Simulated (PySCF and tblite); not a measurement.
Values are calculated unless marked as measured or tabulated.
C₇H₄O₃, numbered as in [O:1]=[CH:2][C:3]1=[CH:4][C:5](=[O:6])[C:7](=[O:8])[CH:9]=[CH:10]1.

The ensemble was built from 60 distance-geometry starts (ETKDG, MMFF94s, GFN2-xTB) and rests on GFN2-xTB geometries. Energies: B3LYP-D3(BJ)/def2-SVP (IEF-PCM, cyclohexane), with GFN2-xTB thermal terms (modes under about 100 cm⁻¹ blended into free rotors). Symmetry numbers and mirror images are counted. Conformers within 3 kcal/mol (GFN2-xTB free energy) were kept, 7 at most. Programs: PySCF with density fitting and tblite.

Rotational constants are equilibrium values for the commonest isotopes; dipoles come from the energy level named and are polarised by its solvent model.

Torsions listed: O1–C2–C3–C4. The 6-ring runs over atoms 3–4–5–7–9–10.

```
conformer              shape  symmetry  weight %
        1  6-ring flat; 180°        Cs      97.9
        2    6-ring flat; 0°        Cs       2.1
```

Sets of constants, in random order:

| set | A (MHz) | B (MHz) | C (MHz) | abs μa (D) | abs μb (D) | abs μc (D) |
| --- | --- | --- | --- | --- | --- | --- |
| P | 3093 | 914 | 706 | 2.90 | 0.16 | 0.00 |
| Q | 2875 | 953 | 716 | 2.70 | 4.22 | 0.00 |

Problem. Match each set to its conformer.

Solution. P is conformer 1, Q is conformer 2.


Conformer gaps in def2-SVP on xTB geometries can be 2 kcal/mol too large for S=O, P=O and other polar bonds.